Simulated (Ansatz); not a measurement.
Basis sets compared for LiAg₆⁺. Charge 1, multiplicity 1. Geometry r2SCAN-D4/def2-SVP. Ansatz on 4 threads of Arm Neoverse V1 on a shared host; times are rough, and most runs start from earlier orbitals.

Cartesian coordinates in Å:
```
Li 1.987 -1.588 -1.501
Ag -0.549 -0.285 -0.521
Ag -2.408 1.105 0.759
Ag 1.774 0.994 -0.598
Ag -1.441 -1.318 1.779
Ag -0.657 2.336 -1.047
Ag 1.294 -1.245 1.130
```

In the def2 sets Ag takes a core potential; there is no spin–orbit coupling. The restricted singlet is unstable towards broken spin symmetry in Hartree–Fock (as tested in another run); at PBE-D4/def2-SVP, PBE0-D4/def2-SVP, PBE0-D4/def2-TZVP this wasn't settled. No other spin state of charge 1 was run. Another isomer (singlet) lies 0.59 eV lower at PBE0-D4/def2-TZVP; other spin states weren't run for this one.

| level | functions | energy (Eh) | HOMO (eV) | LUMO (eV) | wall time |
| --- | --- | --- | --- | --- | --- |
| PBE-D4/def2-SVP | 195 | -889.3092 | -8.63 | -6.83 | 6 s |
| PBE0-D4/def2-SVP | 195 | -889.1901 | -8.99 | -6.02 | 11 s |

(1) Estimate the rows for PBE-D4/def2-TZVP (with forces), PBE0-D4/def2-TZVP.

Answers

(1) 
| level | functions | energy (Eh) | HOMO (eV) | LUMO (eV) | wall time |
| --- | --- | --- | --- | --- | --- |
| PBE-D4/def2-TZVP (with forces) | 254 | -889.5471 | -8.66 | -6.85 | 8 s |
| PBE0-D4/def2-TZVP | 254 | -889.4176 | -9.00 | -6.02 | 17 s |
